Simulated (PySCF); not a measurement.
C₂H₄FIn, SMILES [F][InH][CH]=C.

The structure is a stationary point at B3LYP-D3(BJ)/def2-SVP. The def2 effective core potentials stand for the cores of In; spin–orbit coupling is left out. The values are those of a single conformer.

These are TDDFT-M06-2X/def2-SVPD run with PySCF 2.14.0 values and carry that method's errors.

Vertical excitations. The molecule is in vacuum. State labels are in the subgroup Cs.

Computed lowest excited states:
```json
[
 {"state": "S1", "symmetry": "A\"", "energy (eV)": "4.98", "λ (nm)": "249", "f": "0.000", "main pairs": "HOMO→LUMO 95 %"},
 {"state": "S2", "symmetry": "A'", "energy (eV)": "6.05", "λ (nm)": "205", "f": "0.115", "main pairs": "HOMO−1→LUMO 97 %"},
 {"state": "S3", "symmetry": "A\"", "energy (eV)": "6.38", "λ (nm)": "194", "f": "0.021", "main pairs": "HOMO→LUMO+3 67 %, HOMO−2→LUMO 16 %"},
 {"state": "S4", "symmetry": "A\"", "energy (eV)": "6.77", "λ (nm)": "183", "f": "0.001", "main pairs": "HOMO−1→LUMO+1 58 %, HOMO−2→LUMO 28 %, HOMO−1→LUMO+4 10 %"},
 {"state": "S5", "symmetry": "A'", "energy (eV)": "6.98", "λ (nm)": "178", "f": "0.395", "main pairs": "HOMO→LUMO+1 77 %"},
 {"state": "S6", "symmetry": "A\"", "energy (eV)": "6.99", "λ (nm)": "177", "f": "0.050", "main pairs": "HOMO−2→LUMO 52 %, HOMO−1→LUMO+1 21 %, HOMO→LUMO+3 17 %"},
 {"state": "S7", "symmetry": "A'", "energy (eV)": "7.17", "λ (nm)": "173", "f": "0.058", "main pairs": "HOMO→LUMO+2 71 %, HOMO→LUMO+4 14 %"},
 {"state": "S8", "symmetry": "A\"", "energy (eV)": "7.49", "λ (nm)": "165", "f": "0.001", "main pairs": "HOMO−4→LUMO 93 %"},
 {"state": "S9", "symmetry": "A\"", "energy (eV)": "7.60", "λ (nm)": "163", "f": "0.014", "main pairs": "HOMO−1→LUMO+2 87 %"},
 {"state": "S10", "symmetry": "A'", "energy (eV)": "7.64", "λ (nm)": "162", "f": "0.002", "main pairs": "HOMO−3→LUMO 84 %"},
 {"state": "T1", "symmetry": "A'", "energy (eV)": "4.41", "λ (nm)": "281", "f": "0", "main pairs": "HOMO−1→LUMO 62 %, HOMO−1→LUMO+3 33 %"},
 {"state": "T2", "symmetry": "A\"", "energy (eV)": "4.61", "λ (nm)": "269", "f": "0", "main pairs": "HOMO→LUMO 92 %"},
 {"state": "T3", "symmetry": "A'", "energy (eV)": "5.57", "λ (nm)": "222", "f": "0", "main pairs": "HOMO→LUMO+1 68 %, HOMO→LUMO+4 17 %"},
 {"state": "T4", "symmetry": "A\"", "energy (eV)": "6.00", "λ (nm)": "207", "f": "0", "main pairs": "HOMO→LUMO+3 47 %, HOMO−2→LUMO 42 %"}
]
```
Triplets are in the Tamm–Dancoff approximation, which puts them higher than full response would, so one can lie above its singlet here.
